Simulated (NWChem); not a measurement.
# MgH5SO2Cl; SMILES [OH2]->[Mg](<-[OH2])([SH])[Cl]

```xyz
10

Mg     0.0229    -0.0159     0.0944
Cl     0.8230    -2.1487     0.0645
S      0.5730     2.2787     0.4830
H     -0.6268     2.5676     1.0362
O     -0.5275     0.5877    -1.8373
H     -0.1282     0.2809    -2.6607
H     -0.2352     1.5140    -1.6767
O     -1.7565    -0.7959     0.8426
H     -2.6576    -0.7006     0.5142
H     -1.5126    -1.7390     0.7872
```
Atoms are numbered in this order, from 1.

Program: NWChem. Pople sets run with spherical d functions. Geometry: optimised at PBE0/def2-SVP. Vertical excitations in the gas phase; the lowest state need not have the same character in each row.

Q: Order these by “lowest excitation, singlet (eV)”, lowest first: B3LYP/6-31G*, TDA; PBE/6-31G*, TDA; CAM-B3LYP/6-31G*, TDA.

A: PBE/6-31G*, TDA (4.27), B3LYP/6-31G*, TDA (4.78), CAM-B3LYP/6-31G*, TDA (5.36)
